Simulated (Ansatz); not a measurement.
`[CH3][Zn][N](C)C` + HCl → `C[N](C)[Zn][Cl]` + CH₄ at 600 K and 1 bar (ligand exchange at a Zn–C bond).

Computed with Ansatz on PBE0-D4/def2-TZVP structures; ΔE is electronic, products minus reactants. CCSD(T)/CBS is the MP2 limit (def2-TZVPP, def2-QZVPP) plus CCSD(T) − MP2 in def2-TZVPP, frozen cores. This one scheme is used for every species. For Zn outer-core shells are correlated without core-valence functions, which leaves a few kJ/mol of doubt a bond. Scalar relativity is left out up to krypton. Each species was taken in one conformer, which may not be the lowest.

```
           species  CCSD(T)/CBS energy (Eh)  H − E (kJ/mol)  S (J/(mol·K))
`[CH3][Zn][N](C)C`              -1952.64462           377.6          496.7
               HCl               -460.38127            35.4          207.2
 `C[N](C)[Zn][Cl]`              -2372.62212           278.4          456.8
               CH₄                -40.46206           140.4          215.7
```

H − E and S are ideal-gas, rigid-rotor, harmonic terms from PBE0-D4/def2-TZVP, for one conformer and one mirror image of each species. 1 Eh = 2625.50 kJ/mol, R = 8.31446 J/(mol·K).

By hand: ΔE, ΔH, ΔS and ΔG.

ΔE = (-2372.62212) + (-40.46206) − (-1952.64462) − (-460.38127) = -0.05829 Eh = -153.0 kJ/mol. Δ(H − E) = 278.4 + 140.4 − 377.6 − 35.4 = 5.8, so ΔH = -147.2 kJ/mol. ΔS = 456.8 + 215.7 − 496.7 − 207.2 = -31.4 J/(mol·K). ΔG = -147.2 − 600 × (-31.4)/1000 = -128.4 kJ/mol.

By hand: the equilibrium constant, and the temperature at which ΔG would vanish if ΔH and ΔS stayed fixed.

log₁₀ K = −ΔG/(RT ln 10) = 11.2. ΔG = 0 at ΔH/ΔS = 4688 K, far beyond where these terms or the molecules hold.

ΔH outweighs TΔS. A doubt of 5 kJ/mol in ΔE shifts log₁₀ K by 0.4 here. Other conformers and mirror images would add mixing entropy, several J/(mol·K) or more a flexible species. Modes under 60 cm⁻¹, often nearly free rotors, make the harmonic entropy too high. These are equilibria of isolated gas molecules and say nothing of rates. Largest T1 diagnostic: 0.014 (customary marks: 0.02 for closed shells, 0.045 for open ones).
